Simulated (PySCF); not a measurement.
Can point charges reproduce the dipole moment of `C=CC1(OC(F)(F)F)C=C1`?

Coordinates (GFN2-xTB, Å) and charges (e) from the PBE0/pcSseg-1 density (PySCF):

```tsv
atom	x	y	z	Mulliken	IAO	Hirshfeld	ESP-fitted
C1	-1.741	0.925	-1.061	-0.1011	-0.3099	-0.1043	-0.3768
C2	-1.330	-0.242	-0.595	-0.1255	-0.1626	-0.0637	-0.2536
C3	-0.234	-0.439	0.372	-0.0084	+0.1876	+0.0654	+0.3596
O4	0.436	0.798	0.751	-0.4695	-0.3677	-0.1372	-0.3469
C5	1.554	1.054	0.119	+0.9643	+0.9450	+0.3068	+0.6667
F6	1.968	2.287	0.402	-0.2503	-0.2735	-0.0996	-0.1890
F7	2.574	0.228	0.452	-0.2865	-0.3042	-0.1125	-0.2100
F8	1.476	0.969	-1.223	-0.2774	-0.2959	-0.1049	-0.2031
C9	0.561	-1.705	0.441	-0.0145	-0.1380	-0.0361	-0.2577
C10	-0.262	-1.498	1.429	+0.0460	-0.1298	-0.0272	-0.1797
H11	-2.548	0.991	-1.768	+0.1199	+0.1578	+0.0511	+0.1823
H12	-1.287	1.851	-0.753	+0.1272	+0.1594	+0.0396	+0.1883
H13	-1.796	-1.168	-0.903	+0.0876	+0.1551	+0.0482	+0.1754
H14	1.316	-2.273	-0.043	+0.0964	+0.1901	+0.0850	+0.2333
H15	-0.694	-1.770	2.359	+0.0917	+0.1867	+0.0893	+0.2112
```

Q: Form Σ q r in debye for every column and set it beside the full dipole.

A: The full density gives (-1.76, -2.72, 0.37) D, 3.26 D in size; dipole vectors point from the negative to the positive end.

| scheme | μx | μy | μz | size (D) | share of the full size (%) | angle to the full dipole (°) |
| --- | --- | --- | --- | --- | --- | --- |
| Mulliken | -2.81 | -2.39 | -0.31 | 3.70 | 113 | 20 |
| IAO | -2.62 | -3.22 | 0.45 | 4.18 | 128 | 6 |
| Hirshfeld | -0.98 | -2.08 | 0.64 | 2.38 | 73 | 12 |
| ESP-fitted | -1.81 | -2.72 | 0.36 | 3.29 | 101 | 1 |

Q: Which set comes closest?

A: Length of the difference vector: ESP-fitted 0.05 D, IAO 1.00 D, Hirshfeld 1.05 D, Mulliken 1.29 D. Closest: ESP-fitted. 

Q: What is left for the Hirshfeld atoms' own dipoles?

A: The shares of the density sum to the whole, so what Σ q r misses lies in dipoles about the nuclei. The atomic dipoles sum to (-1.76, -2.72, 0.37) − (-0.98, -2.08, 0.64) = (-0.78, -0.64, -0.27) D, 1.05 D in size.

Q: With the origin at the mean of the coordinates, (0.000, 0.001, -0.001) Å, which are the largest single terms, by size, of the IAO dipole along the direction of the full one?

A: C5 -7.74, F6 +3.84, F8 +2.48, F7 +2.23, H15 +1.90 D; all 15 atoms together +4.15 D. The single terms depend on the origin, their sum doesn't.

Q: Give the size of the full dipole in other units.

A: 3.26 D = 1.284 au = 0.680 e·Å = 10.89 × 10⁻³⁰ C·m.

Isolated species at its GFN2-xTB geometry (one conformer only).

Conformer computed: `[CH2:1]=[CH:2][C:3]1([O:4][C:5]([F:6])([F:7])[F:8])[CH:9]=[CH:10]1`: C1–C2–C3–O4 -3°, C2–C3–O4–C5 -98°, C3–O4–C5–F6 171°.
